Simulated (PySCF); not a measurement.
**Computed spin Hamiltonian**

C4H6F3S (doublet state).
Z-matrix (Å and degrees, GFN2-xTB geometry), rows numbered from 1:
```
C 
S   1  1.8160
C   2  1.7218  1  104.68
C   3  1.4886  2  118.07  1   170.87
C   3  1.4732  2  121.29  1   -24.41
F   5  1.3614  3  114.01  2    70.17
F   5  1.3625  3  114.49  2   -49.27
F   5  1.3390  3  112.16  2  -169.98
H   1  1.0853  2  110.16  3    65.27
H   1  1.0855  2  109.58  3   -56.99
H   1  1.0854  2  105.73  3  -175.99
H   4  1.0937  3  111.67  2   105.55
H   4  1.0865  3  109.33  2   -14.91
H   4  1.0915  3  110.57  2  -135.15
```

The hyperfine couplings belong to this conformer and change with its torsions.

The species is `CS[C](C)C(F)(F)F` [radical].

Level of theory: PySCF 2.14.0, UKS B3LYP, pcH-1 on C F H S, non-relativistic, mean-field spin-orbit, GIAO. Geometry: GFN2-xTB, one conformer, isolated molecule. Couplings are sensitive to structure, and on GFN2-xTB geometries they can be far from those on DFT ones. No stability test was run, so a lower SCF solution isn't excluded.

- g1, g2, g3: 2.00184, 2.00472, 2.00738
- g_iso: 2.00465
- Form of g: rhombic: the two nearest values differ by 48 % of g3 − g1
- ⟨S²⟩: 0.7541 (exact 0.7500)
- α and β electrons: 37, 36
- HOMO–LUMO gap, α and β orbitals: 5.72, 5.27 eV
- Total energy: -853.75201 Eh
- Basis functions: 270

Hyperfine couplings atom by atom, in 10⁻⁴ cm⁻¹; T1 to T3 are the principal values of the dipolar part (1 × 10⁻⁴ cm⁻¹ = 2.998 MHz):

```tsv
atom	isotope	a_iso	of which spin–orbit	T1	T2	T3	Mulliken spin population
C1	13C	0.7	0.0	-0.4	-0.3	0.6	-0.01
S2	33S	2.7	-0.1	-8.9	-7.3	16.2	0.21
C3	13C	31.5	0.1	-22.7	-22.3	45.0	0.74
C4	13C	-8.7	0.0	-0.7	0.2	0.5	-0.06
C5	13C	-8.8	0.0	-1.4	-0.5	1.9	0.00
F6	19F	43.2	0.1	-16.9	-15.9	32.8	0.02
F7	19F	38.6	0.1	-18.5	-17.8	36.3	0.02
F8	19F	-0.2	-0.1	-5.0	-2.8	7.8	0.00
H9	1H	5.0	0.0	-0.9	-0.6	1.5	0.01
H10	1H	5.6	0.0	-0.9	-0.6	1.5	0.01
H11	1H	-0.4	0.0	-0.7	-0.6	1.3	0.00
H12	1H	30.6	0.0	-1.5	-1.0	2.4	0.04
H13	1H	0.8	0.0	-1.2	-1.2	2.4	0.00
H14	1H	25.6	0.0	-1.5	-1.2	2.7	0.03
```

The Mulliken spin populations are largest on C3 (+0.74) and S2 (+0.21). The angles at C3 add up to 358.2°, so it is nearly planar.

Axes: g2 points within 11° of the S2–C3 bond and g3 points within 8° of the C1–S2 bond.

Under fast tumbling the dipolar parts average out, and these isotropic splittings remain: 3 × 19F (F6/F7/F8, I = 1/2, 4 lines) with 2.91 mT, 3 × 1H (H12/H13/H14, I = 1/2, 4 lines) with 2.03 mT and 3 × 1H (H9/H10/H11, I = 1/2, 4 lines) with 0.36 mT.

Class means assume fast exchange of nuclei equivalent by connectivity; if that motion is slow, each nucleus keeps its own coupling. The three 19F nuclei of mean +81.5 MHz run from -0.6 to 129.4 MHz in the frozen geometry. The three 1H nuclei of mean +56.9 MHz run from 2.4 to 91.7 MHz in the frozen geometry.

The 33S coupling of S2 (8.1 MHz) shows only in satellite lines or after enrichment, since that isotope makes up about 0.76 % of natural sulfur.

The 13C coupling of C3 (94.4 MHz) shows only in satellite lines or after enrichment, since that isotope makes up about 1.07 % of natural carbon.

Examples of negative spin density at the nucleus (bohr⁻³): C5 (-0.0234) and C4 (-0.0233).
